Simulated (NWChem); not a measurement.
# C₂H₅BO₃; SMILES OCB1OCO1

```xyz
11

O      0.4114    -2.3138    -0.1614
C     -0.6472    -1.4144     0.0694
B     -0.2315     0.0908    -0.0024
O     -0.9620     1.2671    -0.0154
C      0.3147     1.8832    -0.0313
O      1.0325     0.6581    -0.0182
H      1.1870    -1.9901     0.3081
H     -1.1578    -1.5994     1.0409
H     -1.4250    -1.6045    -0.6910
H      0.5026     2.4907     0.8695
H      0.4928     2.4653    -0.9507
```
Atoms are numbered in this order, from 1.

Geometry: optimised at PBE0/def2-SVP.

### Question
Give the principal values of the shielding tensors (ppm) of O1, C2, B3, O4, C5 from PBE/pcSseg-1, GIAO (NWChem), with their diamagnetic and paramagnetic parts as GIAO splits them.

### Answer
| atom | σ11 | σ22 | σ33 | isotropic | diamagnetic | paramagnetic |
|---|---|---|---|---|---|---|
| O1 | 307.1 | 312.8 | 417.0 | 345.7 | 389.1 | -43.4 |
| C2 | 96.8 | 108.7 | 177.2 | 127.6 | 248.9 | -121.4 |
| B3 | 19.9 | 77.2 | 78.2 | 58.4 | 195.5 | -137.1 |
| O4 | 2.1 | 167.7 | 252.1 | 140.7 | 389.3 | -248.7 |
| C5 | 53.6 | 64.9 | 103.8 | 74.1 | 246.6 | -172.5 |
